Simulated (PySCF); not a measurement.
**FeF₄: fields on a plane**

Level of theory: UPBE0/[Fe def2-SVP, F def2-SVP], no relativity, density fitting, PySCF.

The quintet minimum has Fe–F 1.704 Å (×4); F–Fe–F 97.3° (×4), F–Fe–F 138.2° (×2).

The plane holds Fe1 at (0.00, 0.00), F2 at (1.70, 0.00), F3 at (-0.22, 1.69) Å. Columns run from x = -2.25 to 4.05 Å, rows from y = 4.05 (top) to -1.95 Å, in steps of 0.3 Å. Other isomers or separated fragments may lie lower.

Question: Give the spin density (e/Å³) (cut at ±0.5 e/Å³). Every second row and column.

Answer: 
```
 0.00  0.00  0.00  0.00  0.00  0.00  0.00  0.00  0.00  0.00  0.00
 0.00  0.00  0.00  0.00  0.00  0.00  0.00  0.00  0.00  0.00  0.00
 0.00  0.00  0.00  0.00  0.00  0.00  0.00  0.00  0.00  0.00  0.00
 0.00  0.00  0.00  0.01  0.04  0.00  0.00  0.00  0.00  0.00  0.00
 0.00  0.00  0.01  0.50  0.23  0.00  0.00  0.00  0.00  0.00  0.00
 0.00  0.00  0.00 -0.01 -0.01  0.00  0.00  0.00  0.00  0.00  0.00
 0.00  0.00  0.02  0.50  0.50  0.11  0.02  0.12  0.01  0.00  0.00
 0.00  0.00  0.03  0.50  0.50  0.17  0.14  0.10  0.00  0.00  0.00
 0.00  0.00  0.00  0.14  0.23  0.03  0.00  0.02  0.00  0.00  0.00
 0.00  0.00  0.00  0.00  0.01  0.00  0.00  0.00  0.00  0.00  0.00
 0.00  0.00  0.00  0.00  0.00  0.00  0.00  0.00  0.00  0.00  0.00
```

Question: Give the electrostatic potential (V) (cut at 20 V). Lower edges of the bins (V): '0' -0.54, '1' -0.42, '2' -0.23, '3' 0.08, '4' 0.56, '5' 1.33, '6' 2.54, '7' 4.46, '8' 7.51, '9' 12.34; top 20.0.

Answer: 
```
2222222222222222222222
2222111111122222222222
2221111111112222222222
2211000000112222222222
2211001100011222222222
2210135542011222222222
2211369985212222222222
2222599997422222222222
3333699998533221112222
3334699998654321111122
3445689998765431001112
3456789999877764100112
3457899999999997400112
3457899999999999510112
3457899999999999510112
3457899999999997400112
3346789999877764200112
2345678888765432111122
2234566777654321111222
2223445555544322222222
2222334444443332222222
```

Open d and f shells are described by one determinant, and the ground state may have another occupation or spin.
